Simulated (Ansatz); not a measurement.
Calculated with Ansatz (gas phase, PBE0-D4/def2-TZVP geometries, no zero-point term in ΔE). CCSD(T)/CBS is the MP2 limit (def2-TZVPP, def2-QZVPP) plus CCSD(T) − MP2 in def2-TZVPP, frozen cores. This one scheme is used for every species. Functionals use def2-TZVPP. B3LYP here is the variant with VWN-RPA as its local correlation; programs differ in this. For Br outer-core shells are correlated without core-valence functions, which leaves a few kJ/mol of doubt a bond. Scalar relativity is left out up to krypton. One conformer a species, not always the lowest.

Reaction (formal exchange of groups at the Si–C bond): `C[SiH](O)Br` + `C/C(Cl)=C/F` → `O[SiH](Cl)Br` + `CC(C)=CF`

`C[SiH](O)Br`:

Z-matrix (Å, degrees):
```
C
Si 1 1.852
H 1 1.092 2 110.4
H 1 1.093 2 110.0 3 119.8
H 1 1.092 2 111.1 3 -119.9
O 2 1.637 1 113.4 3 -177.9
Br 2 2.235 1 107.6 3 60.6
H 2 1.477 1 112.8 3 -57.9
H 6 0.958 2 118.4 1 -69.2
```

`C/C(Cl)=C/F`:

Cartesian coordinates in Å:
```
C -0.050 -0.468 1.067
C -0.047 -0.244 -0.401
Cl -0.285 -1.636 -1.389
C 0.126 0.945 -0.959
F 0.129 1.141 -2.274
H 0.109 0.473 1.597
H 0.740 -1.167 1.352
H -1.003 -0.894 1.390
H 0.280 1.850 -0.384
```

`O[SiH](Cl)Br`:

```xyz
6

O    -0.111    1.303   -0.346
Si   -0.009   -0.164    0.337
Cl    1.863   -0.952    0.126
Br   -1.438   -1.573   -0.587
H     0.014    1.389   -1.293
H    -0.319   -0.003    1.763
```

`CC(C)=CF`:

```xyz
12

C    -0.888   -0.727   -0.805
C     0.120    0.104   -0.083
C     0.118    0.055    1.410
C     0.999    0.868   -0.712
F     1.053    0.957   -2.052
H    -0.805   -0.621   -1.886
H    -1.903   -0.444   -0.506
H    -0.767   -1.784   -0.549
H    -0.850    0.376    1.808
H     0.891    0.695    1.840
H     0.286   -0.967    1.765
H     1.747    1.487   -0.231
```

(1) Is it downhill or uphill in electronic energy at CCSD(T)/CBS, and by how much? (Estimate.)

(2) What do these levels give: PBE-D4, r2SCAN-D4, PBE0-D4, B3LYP-D4, ωB97X-V, B2PLYP, PBE, CCSD/def2-TZVPP, MP2/def2-QZVPP, SCS-MP2/def2-QZVPP, HF/CBS(def2), CCSD/CBS(def2)? (An estimate is asked.)

Largest T1 diagnostic among the species: 0.011.

Results:

(1) The calculation gave: Downhill: ΔE = -1.29 eV.

(2) The calculation gave: PBE-D4 -1.20, r2SCAN-D4 -1.26, PBE0-D4 -1.26, B3LYP-D4 -1.26, ωB97X-V -1.27, B2PLYP -1.28, PBE -1.20, CCSD/def2-TZVPP -1.30, MP2/def2-QZVPP -1.31, SCS-MP2/def2-QZVPP -1.30, HF/CBS(def2) -1.39, CCSD/CBS(def2) -1.32 eV.

From PBE to PBE0 (25 % exact exchange), in def2-TZVPP and without D4, ΔE moves by −0.06 eV. In def2-TZVPP, CCSD(T) changes the Hartree–Fock value by +0.11 eV (the triples alone add +0.02 eV) and MP2 by +0.09 eV.
